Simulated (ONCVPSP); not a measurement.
# Reading a pseudo-wave (nickel)

Columns: radius, all-electron u(r) and pseudo u(r) of the 3p shell (level -90.92 eV) of nickel in the configuration [Ne] 3s2 3p6 3d8; PBEsol, scalar-relativistic, ONCV scheme, ONCVPSP 4.0.1.

| r (bohr) | all-electron | pseudo |
| --- | --- | --- |
| 0.057 | -0.3616 | 0.0239 |
| 0.115 | -0.6315 | 0.0950 |
| 0.172 | -0.5563 | 0.2063 |
| 0.230 | -0.2630 | 0.3531 |
| 0.288 | 0.1061 | 0.5216 |
| 0.345 | 0.4533 | 0.6937 |
| 0.402 | 0.7421 | 0.8571 |
| 0.460 | 0.9617 | 1.0005 |
| 0.518 | 1.1073 | 1.1098 |
| 0.575 | 1.1879 | 1.1786 |
| 0.632 | 1.2188 | 1.2093 |
| 0.690 | 1.2112 | 1.2051 |
| 0.747 | 1.1761 | 1.1733 |
| 0.805 | 1.1215 | 1.1206 |
| 0.862 | 1.0560 | 1.0559 |
| 0.920 | 0.9826 | 0.9826 |
| 0.977 | 0.9077 | 0.9077 |
| 1.035 | 0.8316 | 0.8316 |
| 1.092 | 0.7586 | 0.7587 |
| 1.150 | 0.6877 | 0.6877 |
| 1.208 | 0.6208 | 0.6208 |
| 1.265 | 0.5596 | 0.5596 |
| 1.322 | 0.5029 | 0.5029 |
| 1.380 | 0.4500 | 0.4500 |
| 1.438 | 0.4017 | 0.4017 |
| 1.495 | 0.3586 | 0.3586 |

Task: How many radial nodes do the two functions have?

Result: The all-electron 3p function has n − l − 1 = 1; the pseudo-wave has 0, since the states of the same l below it are removed with the core.

Task: At about which radius was the pseudo-wave matched?

Result: 0.95 bohr. The columns agree to 0.0005 from 0.86 bohr on; several derivatives are matched, so the curves merge somewhat inside the radius.

Task: Is the pseudo-wave norm-conserving?

Result: Yes: the ONCV scheme keeps the norm inside the radius equal to the all-electron one, which fixes the energy derivative of the logarithmic derivative at the level.
